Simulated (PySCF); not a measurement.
C8H9FO.
SMILES: `C#C[C@@H]1C[C@@H](F)/C1=C\OC`

Torsions of this conformer, `[CH:1]#[C:2][C@@H:3]1[CH2:4][C@@H:5]([F:6])/[C:7]1=[CH:8]\[O:9][CH3:10]`: C7–C8–O9–C10 -6°.

The closed-shell ground state was solved at several levels (PySCF, density fitting, gas phase, non-relativistic). Isolated species at its PBE0-D3(BJ)/def2-SVP geometry (one conformer only).

| level | basis functions | total energy (Eh) | HOMO (eV) | LUMO (eV) | gap (eV) | dipole (D) |
| --- | --- | --- | --- | --- | --- | --- |
| PBE0/pcSseg-1 | 215 | -484.5947 | -6.68 | -0.10 | 6.58 | 0.88 |
| CAM-B3LYP/def2-SVPD | 278 | -484.6397 | -8.04 | 0.78 | 8.82 | 0.90 |

(1) What might mPW1PW91/pcSseg-1 (215 basis functions) give for the same quantities?

(2) How far do the dipole and the HOMO energy spread over the levels?

Answers

(1) Total energy -485.0253 Eh, HOMO -6.71 eV, LUMO -0.12 eV, gap 6.59 eV, dipole 0.90 D.

(2) The dipole runs from 0.88 to 0.90 D (mean 0.89 D) and the HOMO from -8.04 to -6.68 eV.
